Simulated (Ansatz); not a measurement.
One change: `C[N](C)[Y]([Cl])[N](C)C` becomes `C[N](C)[Y]([OH])[N](C)C`.

Ansatz, PBE0-D4/def2-TZVP geometries, multiplicity 1. Each molecule was computed in one conformer, which needn't be the lowest.

Elements past krypton have def2 core potentials.

```json
{"property": "HOMO energy (ωB97M-V/def2-TZVPP) / eV", "`C[N](C)[Y]([Cl])[N](C)C`": "-8.26"}
{"property": "HOMO energy (B3LYP/def2-TZVPP) / eV", "`C[N](C)[Y]([Cl])[N](C)C`": "-5.81"}
{"property": "LUMO energy (PBE0/def2-TZVPP) / eV", "`C[N](C)[Y]([Cl])[N](C)C`": "-1.61"}
{"property": "HOMO–LUMO gap (B3LYP/def2-TZVPP) / eV", "`C[N](C)[Y]([Cl])[N](C)C`": "3.87"}
{"property": "size of the dipole moment (ωB97M-V/def2-TZVPP) / D", "`C[N](C)[Y]([Cl])[N](C)C`": "2.98"}
{"property": "LUMO energy (ωB97M-V/def2-TZVPP) / eV", "`C[N](C)[Y]([Cl])[N](C)C`": "-0.33"}
```

Question: What does the change do to each property? (Estimate.)

Answer: Computed: 
| property | `C[N](C)[Y]([OH])[N](C)C` | shift |
| --- | --- | --- |
| HOMO energy (ωB97M-V/def2-TZVPP) / eV | -7.79 | 0.47 |
| HOMO energy (B3LYP/def2-TZVPP) / eV | -5.35 | 0.46 |
| LUMO energy (PBE0/def2-TZVPP) / eV | -1.24 | 0.37 |
| HOMO–LUMO gap (B3LYP/def2-TZVPP) / eV | 3.78 | -0.09 |
| size of the dipole moment (ωB97M-V/def2-TZVPP) / D | 0.48 | -2.50 |
| LUMO energy (ωB97M-V/def2-TZVPP) / eV | -0.04 | 0.29 |

With PBE0 the HOMO rises by 0.46 eV and the LUMO rises by 0.37 eV, so the gap narrows by about 0.09 eV. PBE moves the HOMO by 0.47 eV and ωB97M-V by 0.47 eV. Dipoles are sizes alone; their direction can turn.

B3LYP here is the variant with VWN-RPA as its local correlation; programs differ in this.
